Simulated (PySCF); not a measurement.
Ga(Me)(SH)2 (CH5GaS2), SMILES [CH3][Ga]([SH])[SH]. Atoms are numbered in the order given.

```xyz
9

Ga     0.2863    -0.0731    -0.0199
C      2.1827    -0.5816    -0.1405
H      2.2720    -1.6856    -0.0979
H      2.7448    -0.1565     0.7141
H      2.6299    -0.2222    -1.0867
S     -0.8375    -0.3861     1.8805
H     -2.0158     0.1009     1.4018
S     -0.7648     0.8102    -1.7758
H     -1.9664     0.9345    -1.1469
```

Coordinates come from a PBE-D3(BJ)/def2-SVP optimisation. The structure was generated by enumeration; whether it is a known compound was not checked. Other conformers were not sampled.

The numbers are results of PBE-D3(BJ)/def2-SVP (PySCF), not measurements.

Frequencies are harmonic and unscaled.

A small imaginary wavenumber (i) marks a very flat motion, where grid noise or a shallow saddle decides the sign.

```json
[
 {"mode": "1", "ν (cm⁻¹)": "23i", "IR (km/mol)": "0.3", "moving atoms (share of kinetic energy)": "H 98 %"},
 {"mode": "2", "ν (cm⁻¹)": "119", "IR (km/mol)": "9.6", "moving atoms (share of kinetic energy)": "S 67 %, Ga 21 %, H 8 %"},
 {"mode": "3", "ν (cm⁻¹)": "123", "IR (km/mol)": "1.2", "moving atoms (share of kinetic energy)": "C 43 %, H 26 %, S 20 %, Ga 11 %"},
 {"mode": "4", "ν (cm⁻¹)": "128", "IR (km/mol)": "2.5", "moving atoms (share of kinetic energy)": "Ga 47 %, S 22 %, C 17 %, H 14 %"},
 {"mode": "5", "ν (cm⁻¹)": "209", "IR (km/mol)": "0.0", "moving atoms (share of kinetic energy)": "H 98 %"},
 {"mode": "6", "ν (cm⁻¹)": "270", "IR (km/mol)": "32.6", "moving atoms (share of kinetic energy)": "H 94 %"},
 {"mode": "7", "ν (cm⁻¹)": "351", "IR (km/mol)": "11.6", "moving atoms (share of kinetic energy)": "S 82 %, Ga 11 %"},
 {"mode": "8", "ν (cm⁻¹)": "406", "IR (km/mol)": "48.4", "moving atoms (share of kinetic energy)": "S 57 %, Ga 39 %"},
 {"mode": "9", "ν (cm⁻¹)": "569", "IR (km/mol)": "31.6", "moving atoms (share of kinetic energy)": "C 61 %, Ga 20 %, H 18 %"},
 {"mode": "10", "ν (cm⁻¹)": "616", "IR (km/mol)": "0.4", "moving atoms (share of kinetic energy)": "H 94 %"},
 {"mode": "11", "ν (cm⁻¹)": "676", "IR (km/mol)": "0.3", "moving atoms (share of kinetic energy)": "H 93 %"},
 {"mode": "12", "ν (cm⁻¹)": "691", "IR (km/mol)": "13.5", "moving atoms (share of kinetic energy)": "H 81 %, C 17 %"},
 {"mode": "13", "ν (cm⁻¹)": "742", "IR (km/mol)": "52.7", "moving atoms (share of kinetic energy)": "H 81 %, C 17 %"},
 {"mode": "14", "ν (cm⁻¹)": "1167", "IR (km/mol)": "2.1", "moving atoms (share of kinetic energy)": "H 81 %, C 19 %"},
 {"mode": "15", "ν (cm⁻¹)": "1376", "IR (km/mol)": "1.3", "moving atoms (share of kinetic energy)": "H 96 %"},
 {"mode": "16", "ν (cm⁻¹)": "1379", "IR (km/mol)": "4.1", "moving atoms (share of kinetic energy)": "H 95 %"},
 {"mode": "17", "ν (cm⁻¹)": "2624", "IR (km/mol)": "2.6", "moving atoms (share of kinetic energy)": "H 97 %"},
 {"mode": "18", "ν (cm⁻¹)": "2625", "IR (km/mol)": "1.7", "moving atoms (share of kinetic energy)": "H 97 %"},
 {"mode": "19", "ν (cm⁻¹)": "2986", "IR (km/mol)": "1.2", "moving atoms (share of kinetic energy)": "H 97 %"},
 {"mode": "20", "ν (cm⁻¹)": "3089", "IR (km/mol)": "1.0", "moving atoms (share of kinetic energy)": "H 91 %, C 9 %"},
 {"mode": "21", "ν (cm⁻¹)": "3103", "IR (km/mol)": "1.3", "moving atoms (share of kinetic energy)": "H 90 %, C 10 %"}
]
```
